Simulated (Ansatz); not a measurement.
FeO₄⁺. Total charge 1; doublet. Geometry PBE0-D4/def2-SVP, that of the neutral singlet; atoms count from 1.

```xyz
5

Fe    0.000    0.000    0.000
O    -0.320    1.335   -0.726
O     1.537   -0.135    0.182
O    -0.527   -1.190   -0.848
O    -0.690   -0.011    1.392
```

The charge 1 doublet is spin-contaminated (final ⟨S²⟩ up to 1.78, 0.75 for a pure state).

Problem. Estimate the Mulliken populations from the PBE0/def2-TZVP orbitals of Ansatz.

Solution. 
| atom | charge (e) | spin (α − β) | d electrons |
| --- | --- | --- | --- |
| Fe1 | 1.15 | 0.09 | 6.00 |
| O2 | -0.09 | -0.43 | – |
| O3 | -0.01 | 1.11 | – |
| O4 | -0.01 | 1.11 | – |
| O5 | -0.05 | -0.87 | – |
Mulliken values depend strongly on the basis.

Problem. Where does the spin sit?

Solution. Summed by element: Fe 0.09, O 0.91, of 1 unpaired in all. Largest on single atoms: O3 1.11, O4 1.11, O5 -0.87.

Problem. And the Mayer bond orders between heavy atoms (over 0.3)?

Solution. Fe1–O2 1.66 (1.55 Å); Fe1–O3 1.40 (1.55 Å); Fe1–O4 1.40 (1.55 Å); Fe1–O5 1.67 (1.55 Å).
